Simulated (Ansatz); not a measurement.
Reaction (ligand exchange at a Zn–O bond): `[ZnH][O][GeH3]` + `OC(F)F` → `FC(F)[O][ZnH]` + `[OH][GeH3]`

Calculated with Ansatz (gas phase, PBE0-D4/def2-TZVP geometries, no zero-point term in ΔE). CCSD(T)/CBS adds triple-zeta CCSD(T) − MP2 to the extrapolated MP2 energy (def2 sets, frozen cores). DFT in def2-TZVPP. For Ge, Zn outer-core shells are correlated without core-valence functions, which leaves a few kJ/mol of doubt a bond. Scalar relativity is left out up to krypton. One conformer a species, not always the lowest.

```tsv
level	ΔE (eV)
revPBE	-0.14
r2SCAN	-0.13
```

Problem. What does CCSD(T)/CBS give? (Estimate.)

Solution. Ansatz gave: -0.11 eV. The listed levels differ from it by -0.03, -0.02 eV.

Largest T1 diagnostic among the species: 0.016.

Leaving LDA and LC-ωPBE aside and taking each functional with its dispersion term where it has one, the values, not all of them listed here, spread over 0.05 eV, from revPBE-D4 to PBE-QIDH. LDA lies +0.03 eV from PBE without D4.
